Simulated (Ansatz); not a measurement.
```yaml
crystal:
  periodic: [false, false, false]
  atoms:
    - {symbol: N, position_ang: [-1.551943, 0.454726, 0.819238]}
    - {symbol: Nb, position_ang: [-0.177145, -0.033909, -0.144393]}
    - {symbol: N, position_ang: [0.647622, -1.549521, 0.835873]}
    - {symbol: N, position_ang: [1.008227, 1.555749, -0.223563]}
    - {symbol: O, position_ang: [-0.607769, -0.591403, -1.925129]}
    - {symbol: H, position_ang: [-2.410114, 0.712166, 1.280989]}
    - {symbol: H, position_ang: [0.359604, -1.895067, 1.737404]}
    - {symbol: H, position_ang: [1.466548, -2.049994, 0.519462]}
    - {symbol: H, position_ang: [0.861260, 2.425465, 0.263295]}
    - {symbol: H, position_ang: [1.888654, 1.581551, -0.718940]}
    - {symbol: H, position_ang: [-1.419447, -0.666664, -2.423836]}
basis:
  gaussian: {orbitals: STO-3G, final_grid: {core_spheres: 1, valence_spheres: 1, degree: 5}}
hamiltonian: {xc: {name: wB97M-V}}
accuracy: high
```

```sh
$ ansatz run in.yaml --threads 4 --pin off --events-out ev --progress --plain --max-ram 10444MiB
```

It prints (some lines left out):

```
Functional definition: wB97M-V
1165 factors; integrals over basis functions are off by at most 4.3e-9 eV
285 factors; integrals over basis functions are off by at most 2.7e-9 eV
mean field evaluation 1: about -107693.0600 eV, gradient 4.2e1 eV
mean field evaluation 2: about -107685.0021 eV, gradient 7.6e1 eV
mean field evaluation 4: about -107698.2739 eV, gradient 2.7e0 eV
mean field evaluation 8: about -107648.3397 eV, gradient 3.1e0 eV
mean field evaluation 16: about -107648.3832 eV, gradient 1.6e-4 eV
mean field -107648.38323327 eV, -3956.0051171277 hartree, gradient 5.5e-8 eV, S^2 0.000000; 0 other end points of the search recorded, 0 dependent functions left out
reference -107648.38323591 eV, -3956.0051172249 hartree; 38, 38 occupied and 15, 15 virtual orbitals, 1165 factors
Total energy: -107648.38323591 eV, -3956.0051172249 hartree
```

In this input the integration grid is far too coarse. The calculation finished and met its thresholds. The result belongs to that input, not to the molecule as meant.
